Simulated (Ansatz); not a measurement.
GeO₂⁻ (the lowest doublet isomer of a short search). Charge -1, multiplicity 2. Geometry PBE-D4/def2-TZVPD, basis def2-TZVPD, Ansatz.

Cartesian coordinates in Å:
```
Ge 0.2320 -0.0616 -0.3997
O -1.0184 1.1095 -0.4903
O 0.7864 -1.0479 0.8900
```

| run | HOMO (eV) | LUMO (eV) |
| --- | --- | --- |
| A | 0.21 | 1.14 |
| B | -1.29 | 2.27 |
| C | -0.81 | 1.69 |
| D | -4.23 | 4.81 |
| E | -0.09 | 1.43 |
| F | -1.02 | 2.04 |

B3LYP takes the VWN-RPA correlation. The structure comes from a short search, and lower isomers may exist.

HOMO and LUMO are taken over both spins.

Problem. The runs used B3LYP, HF, PBE, PBE0, r2SCAN, r2SCAN0. Estimate which is which.

Solution. A PBE (0 % exact exchange); B r2SCAN0 (25 % exact exchange); C B3LYP (20 % exact exchange); D HF (100 % exact exchange); E r2SCAN (0 % exact exchange); F PBE0 (25 % exact exchange). Exact exchange lowers occupied and raises empty levels; among semilocal functionals meta-GGAs tend to open the gap a little, and such runs are hard to tell apart. The gap grows from 0.93 eV (PBE) to 9.04 eV (HF). At PBE-D4/def2-TZVPD the highest occupied level of the charge -1 doublet lies above zero (up to 0.21 eV). By energy differences its removal costs 2.95 eV (vertical, to the charge 0 singlet, at PBE-D4/def2-TZVPD); a positive level beside a positive removal energy at the same level points to self-interaction error.
